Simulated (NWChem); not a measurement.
MgNH₃S; SMILES [NH2][Mg][SH]

```xyz
6

Mg     0.1508    -0.3742    -0.1830
N      0.4416    -2.2161     0.1629
H     -0.1030    -3.0001    -0.2092
H      1.1709    -2.6155     0.7614
S     -0.1944     1.8842    -0.6038
H     -1.0445     2.0017     0.4571
```
Atoms are numbered in this order, from 1.

All runs: NWChem. Pople sets run with spherical d functions. The geometry was optimised at PBE-D3(BJ)/def2-SVP. Vzz is the largest principal value of the second derivative of the potential at the nucleus (NWChem prints the opposite sign); η is the asymmetry. Non-relativistic.

```json
[
 {"level": "PBE0/6-31G*", "Vzz Mg1 (a.u.)": "-0.719", "η Mg1": "0.15", "Vzz N2 (a.u.)": "-0.780", "η N2": "0.59", "Vzz S5 (a.u.)": "1.741", "η S5": "0.75"},
 {"level": "PBE0/cc-pVTZ", "Vzz Mg1 (a.u.)": "-0.835", "η Mg1": "0.12", "Vzz N2 (a.u.)": "-0.803", "η N2": "0.62", "Vzz S5 (a.u.)": "1.741", "η S5": "0.67"},
 {"level": "Hartree-Fock/cc-pVTZ", "Vzz Mg1 (a.u.)": "(withheld)", "η Mg1": "0.09", "Vzz N2 (a.u.)": "(withheld)", "η N2": "(withheld)", "Vzz S5 (a.u.)": "(withheld)", "η S5": "0.52"},
 {"level": "Hartree-Fock/def2-TZVP", "Vzz Mg1 (a.u.)": "-1.058", "η Mg1": "0.10", "Vzz N2 (a.u.)": "-0.781", "η N2": "0.74", "Vzz S5 (a.u.)": "2.109", "η S5": "0.49"}
]
```

### Question
What belongs in the gaps?

### Answer

- Hartree-Fock/cc-pVTZ, Vzz Mg1 (a.u.): -0.903
- Hartree-Fock/cc-pVTZ, Vzz N2 (a.u.): -0.825
- Hartree-Fock/cc-pVTZ, η N2: 0.70
- Hartree-Fock/cc-pVTZ, Vzz S5 (a.u.): 1.921
